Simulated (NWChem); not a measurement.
System: C$_{2}$H$_{2}$N$_{3}$, doublet; SMILES C1=NC=N[N]1

Here is an NWChem input.

```
start job
memory heap 200 mb stack 900 mb global 1100 mb
geometry units angstroms noautosym nocenter noautoz
  C      0.310542    -1.039451     0.000000
  N      1.190955    -0.047773     0.000000
  C      0.392891     1.011791     0.000000
  N     -0.979241     0.675381     0.000000
  N     -1.030547    -0.593336     0.000000
  H      0.561756    -2.101832     0.000000
  H      0.729205     2.050329     0.000000
end
basis spherical
  C library 6-31g*
  N library 6-31g*
  H library 6-31g*
end
dft
  odft
  mult 2
  xc pbe0
  iterations 150
end
property
  efieldgrad
end
task dft property
```

Parts of the log:

```
             Northwest Computational Chemistry Package (NWChem) 7.3.0
             --------------------------------------------------------

                             Geometry "geometry" -> ""
                             -------------------------

 Output coordinates in angstroms (scale by  1.889725989 to convert to a.u.)

  No.       Tag          Charge          X              Y              Z
 ---- ---------------- ---------- -------------- -------------- --------------
    1 C                    6.0000     0.31054200    -1.03945100     0.00000000
    2 N                    7.0000     1.19095500    -0.04777300     0.00000000
    3 C                    6.0000     0.39289100     1.01179100     0.00000000
    4 N                    7.0000    -0.97924100     0.67538100     0.00000000
    5 N                    7.0000    -1.03054700    -0.59333600     0.00000000
    6 H                    1.0000     0.56175600    -2.10183200     0.00000000
    7 H                    1.0000     0.72920500     2.05032900     0.00000000

 Effective nuclear repulsion energy (a.u.)     155.2014075131

                              NWChem Property Module
                              ----------------------

  itol2e modified to match energy
  convergence criterion.

                                 NWChem DFT Module
                                 -----------------

 Summary of "ao basis" -> "ao basis" (spherical)
 ------------------------------------------------------------------------------
       Tag                 Description            Shells   Functions and Types
 ---------------- ------------------------------  ------  ---------------------
 C                           6-31g*                  6       14   3s2p1d
 N                           6-31g*                  6       14   3s2p1d
 H                           6-31g*                  2        2   2s

  itol2e modified to match energy
  convergence criterion.

[...]

          -----------------------
          Electric field gradient
          -----------------------

 1 a.u. = 0.324123 10**(16) esu/cm**3  ( or statvolts/cm**2 ) = 0.97174 10**(22) v/m**2

 ------------------------------------------------------------
   Atom      X         Y         Z
 ------------------------------------------------------------
    1 C    0.58684  -1.96428   0.00000
 ------------------------------------------------------------

 Electric field gradient in molecular frame (a.u.)
         XX             YY             ZZ             XY             XZ             YZ
 ------------------------------------------------------------------------------------------
        0.069712       0.282999      -0.352711      -0.032321      -0.000000       0.000000

 Principal components (a.u.) and orientation
 of principal axis w.r.t. absolute frame                      Asymmetry parameter eta
 --------------------------------------------------------------------------------------
       -0.352711       0.287790       0.064922                       0.631871

        0.000000      -0.146608       0.989195
       -0.000000       0.989195       0.146608
        1.000000       0.000000      -0.000000

 ------------------------------------------------------------
   Atom      X         Y         Z
 ------------------------------------------------------------
    2 N    2.25058  -0.09028   0.00000
 ------------------------------------------------------------

 Electric field gradient in molecular frame (a.u.)
         XX             YY             ZZ             XY             XZ             YZ
 ------------------------------------------------------------------------------------------
        0.792554      -0.332995      -0.459559      -0.044946      -0.000000       0.000000

 Principal components (a.u.) and orientation
 of principal axis w.r.t. absolute frame                      Asymmetry parameter eta
 --------------------------------------------------------------------------------------
        0.794346      -0.459559      -0.334787                       0.157075

        0.999206       0.000000       0.039838
       -0.039838      -0.000000       0.999206
       -0.000000       1.000000       0.000000

 ------------------------------------------------------------
   Atom      X         Y         Z
 ------------------------------------------------------------
    3 C    0.74246   1.91201   0.00000
 ------------------------------------------------------------

 Electric field gradient in molecular frame (a.u.)
         XX             YY             ZZ             XY             XZ             YZ
 ------------------------------------------------------------------------------------------
        0.076508       0.276306      -0.352814       0.049437      -0.000000      -0.000000

 Principal components (a.u.) and orientation
 of principal axis w.r.t. absolute frame                      Asymmetry parameter eta
 --------------------------------------------------------------------------------------
       -0.352814       0.287869       0.064945                       0.631845

        0.000000       0.227749       0.973720
        0.000000       0.973720      -0.227749
        1.000000      -0.000000      -0.000000

 ------------------------------------------------------------
   Atom      X         Y         Z
 ------------------------------------------------------------
    4 N   -1.85050   1.27629   0.00000
 ------------------------------------------------------------

[...]
```

Level: PBE0/6-31G* (spherical d), spin-unrestricted. In the optimisation the excess spin sits in a" (Cs, its own frame). The geometry was optimised at PBE0/def2-SVP, spin-unrestricted. No stability test was run on the SCF state. NWChem prints the field gradient with the sign opposite to the second derivative of the potential.
